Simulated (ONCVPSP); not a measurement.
**revPBE ONCV dataset for N, scalar-relativistic all-electron reference.**

N (Z = 7), optimised norm-conserving Vanderbilt (ONCV), made with ONCVPSP 4.0.1 (revPBE, scalar-relativistic). Core [He], reference 2s1.5 2p3.5. Waves: 2s: rc 0.80 bohr, ncon 4, nbas 7, qcut 8.4 1/bohr, 1 projector; 2p: rc 1.70 bohr, ncon 4, nbas 8, qcut 7.5 1/bohr, 2 projectors, debl 0.4 Ha. Local part: polynomial inside 0.75 bohr (lpopt 5, dvloc0 3 Ha). Core correction: none.

- Cutoffs needed: 29 Ha and 42 Ha (the cutoffs (Ha) at which the residual kinetic energy of the hardest occupied pseudo-wave falls to 1 and 0.1 mHa per electron)
- Ghost test: no bound ghost flagged; no localised positive-energy state flagged
- Largest excitation error: +305 meV (all-electron minus pseudo) for 2s2 2p1, out of 4 test configurations
